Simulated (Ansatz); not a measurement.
Total energies of Ca8O8 (started as a model of: 2x2x4 CaO rock-salt block) from Ansatz at PBE-D4/def2-SVP, gas phase (1 Eh = 27.2114 eV = 2625.5 kJ/mol). The reference geometry is relaxed at PBE-D4/def2-SVP.

```xyz
16

Ca    1.289    3.417    0.597
O     0.096    1.624    1.094
Ca   -1.143   -0.198    1.642
O    -2.270   -2.091    1.960
O     2.945    2.166    0.028
Ca    1.900    0.282    0.590
O     0.627   -1.544    1.034
Ca   -0.582   -3.338    1.487
O     0.629    3.298   -1.448
Ca   -0.700    1.553   -1.067
O    -1.853   -0.332   -0.546
Ca   -3.010   -2.152   -0.060
Ca    2.302    2.073   -2.023
O     1.131    0.252   -1.582
Ca   -0.057   -1.637   -1.165
O    -1.304   -3.373   -0.540
```

```
                 state                    geometry  energy (Eh)
      charge 0 singlet                   reference  -6020.14165
     charge -1 doublet                   reference  -6020.15030
     charge -1 doublet  relaxed at PBE-D4/def2-SVP  -6020.15055
free Ca atom (singlet)                           –   -677.24211
 free O atom (triplet)                           –    -74.91467
```

(1) Work out the vertical electron affinity, to the doublet.

(2) How much does the charge -1 doublet relax, and what is the adiabatic electron affinity?

(3) What is the binding energy per atom against free atoms?

(1) E(charge 0 singlet) − E(charge -1 doublet) = -6020.14165 − (-6020.15030) = 0.00865 Eh = 0.24 eV. The basis lacks diffuse functions, which makes affinities too small.

(2) Relaxation: -6020.15030 − (-6020.15055) = 0.00025 Eh = 0.01 eV. Adiabatic electron affinity: 0.00890 Eh = 0.24 eV, without zero-point energy. 

(3) Atoms: 8 × (-677.24211) + 8 × (-74.91467) = -6017.25424 Eh. Binding: -6017.25424 − (-6020.14165) = 2.88741 Eh = 78.57 eV, or 4.91 eV for each of 16 atoms (no zero-point energy, no counterpoise term).

At PBE-D4/def2-SVP the highest occupied level of the charge -1 doublet lies above zero (up to 0.82 eV). By energy differences its removal costs 0.24 eV (vertical, to the charge 0 singlet, at PBE-D4/def2-SVP); self-interaction error and the lack of diffuse functions both raise the level. At PBE-D4/def2-SVP the highest occupied level of the relaxed charge -1 doublet lies above zero (up to 0.80 eV). By energy differences its removal costs 0.24 eV (each at its own geometry, to the charge 0 singlet, at PBE-D4/def2-SVP); self-interaction error and the lack of diffuse functions both raise the level. At PBE-D4/def2-SVP the gap within one spin of the relaxed charge -1 doublet nearly closes, so an electron or hole may be smeared out by delocalisation error.
